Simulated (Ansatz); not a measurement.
Isomers of ClGeH$_{7}$Si$_{2}$, relaxed with PBE0-D4/def2-TZVP in Ansatz; electronic energies, one conformer each and not always the lowest. Functionals use def2-TZVPP; CBS adds triple-zeta CCSD(T) − MP2 to the MP2 limit of def2-TZVPP and def2-QZVPP.

Outer-core shells of Ge are correlated without core-valence functions. Scalar relativity is left out up to krypton. Spin–orbit coupling is left out.

(1) Order them by energy at frozen-core CCSD(T)/CBS, lowest first. (Best estimate.)
A. `[SiH3][GeH2][SiH2]Cl`
B. `[SiH3][GeH]([SiH3])[Cl]`
C. `Cl[SiH2][SiH2][GeH3]`

(2) How do B3LYP, MP2/CBS(def2), PBE0-D4, PBE-D4 place them (kJ/mol, against `[SiH3][GeH2][SiH2]Cl`)? (Best estimate.)

## Answers

(1) A (0.0 kJ/mol), C (15.5 kJ/mol), B (22.4 kJ/mol).

(2) Computed: 
```json
{"isomer": "`[SiH3][GeH]([SiH3])[Cl]`", "B3LYP": "16.2", "MP2/CBS(def2)": "24.6", "PBE0-D4": "20.0", "PBE-D4": "18.8"}
{"isomer": "`Cl[SiH2][SiH2][GeH3]`", "B3LYP": "15.2", "MP2/CBS(def2)": "18.3", "PBE0-D4": "11.5", "PBE-D4": "10.8"}
```

B3LYP here is the variant with VWN-RPA as its local correlation; programs differ in this.
